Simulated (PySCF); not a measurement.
Species: C7H12S.
SMILES with atom numbers: `[CH3:1][S:2][C@H:3]1[CH2:4][CH2:5][C:6]12[CH2:7][CH2:8]2` (hydrogens: H9, H10, H11 on C1; H12 on C3; H13, H14 on C4; H15, H16 on C5; H17, H18 on C7; H19, H20 on C8)

Level: wB97X-D/def2-SVPD in PySCF, non-relativistic, on one gas-phase PBE0-D3(BJ)/def2-SVP geometry that isn't relaxed in the solvent. The solvent is an IEF-PCM continuum (van der Waals radii × 1.2), and excitations are vertical TDDFT with non-equilibrium linear response and a frozen core. Only the electrostatic response of the medium enters.

Gas-phase singlets (H = HOMO, L = LUMO):

```tsv
state	E (eV)	λ (nm)	f	leading configurations
S1	5.599	221	0.001	H→L 64%, H→L+1 11%
S2	6.385	194	0.032	H→L 25%, H→L+1 21%, H→L+2 18%
S3	6.634	187	0.006	H→L+2 57%, H→L+1 30%
S4	6.894	180	0.025	H→L+3 76%
S5	7.405	167	0.005	H→L+5 33%, H→L+6 25%, H→L+4 12%
```

Question: Give the list for dimethylsulfoxide (ε = 46.83), n² = 2.19.

Answer: 
```tsv
state	E (eV)	λ (nm)	f	leading configurations	change by rank (eV)
S1	5.694	218	0.003	H→L 64%, H→L+1 10%, H→L+4 8%	+0.095
S2	6.402	194	0.065	H→L+1 34%, H→L 27%, H→L+4 17%	+0.017
S3	6.779	183	0.004	H→L+2 42%, H→L+1 42%	+0.145
S4	7.022	177	0.043	H→L+3 79%	+0.128
S5	7.637	162	0.005	H→L+5 35%, H→L+7 31%, H→L+6 9%	+0.232
```

Question: The ground-state energy changes by -0.157 eV from gas to dimethylsulfoxide. By how much does the total energy of gas-phase S1 change?

Answer: E(S1) = E(S0) + excitation energy, so it changes by -0.157 + 0.095 = -0.062 eV: it is lowered less than the ground state, which is what a blue shift means. This is the vertical state, with the slow part of the continuum still set for S0.

Question: How do the frontier levels move from gas to dimethylsulfoxide?

Answer: 
| orbital | gas (eV) | solvent (eV) | change (eV) | Löwdin shares, gas | Löwdin shares, solvent |
| --- | --- | --- | --- | --- | --- |
| LUMO+2 | 2.59 | 2.57 | -0.02 | S2 53 %, C8 9 %, H19 8 %, C7 5 % | S2 30 %, C7 10 %, H12 8 %, C5 7 % |
| LUMO+1 | 2.46 | 2.49 | +0.03 | S2 29 %, C5 10 %, H12 9 %, C7 7 % | S2 57 %, H19 9 %, C8 8 %, C1 5 % |
| LUMO | 2.19 | 2.20 | +0.01 | S2 47 %, C1 14 %, H11 8 %, H10 6 % | S2 61 %, C1 10 %, H11 7 %, C3 6 % |
| HOMO | -8.08 | -8.25 | -0.17 | S2 67 %, C1 10 %, C3 9 %, C4 5 % | S2 65 %, C1 10 %, C3 9 %, C4 5 % |
| HOMO-1 | -9.59 | -9.54 | +0.05 | C6 24 %, C7 16 %, C8 14 %, S2 8 % | C6 24 %, C7 17 %, C8 14 %, C5 8 % |
| HOMO-2 | -9.95 | -9.91 | +0.04 | C8 25 %, C7 23 %, C6 13 %, C4 8 % | C8 25 %, C7 22 %, C6 13 %, C4 9 % |
| HOMO-3 | -10.50 | -10.48 | +0.02 | S2 29 %, C3 17 %, C5 12 %, C6 11 % | S2 22 %, C3 18 %, C5 16 %, C6 13 % |

The HOMO–LUMO gap goes from 10.27 to 10.44 eV. Rows go by rank; for LUMO, LUMO+1 and LUMO+2 the atom shares or the degeneracy differ between the runs, so the row needn't follow one orbital.

Cost: about 90 s of CPU time on one thread; the machine was shared, so the figure is rough. This is the whole response run at wB97X-D/def2-SVPD in dimethylsulfoxide, SCF included.

The values belong to the conformer `[CH3:1][S:2][C@H:3]1[CH2:4][CH2:5][C:6]12[CH2:7][CH2:8]2`: C1–S2–C3–C4 84°.

The pairwise dispersion term of wB97X-D wasn't added to the energies; at a given geometry it leaves orbitals and properties as they are.
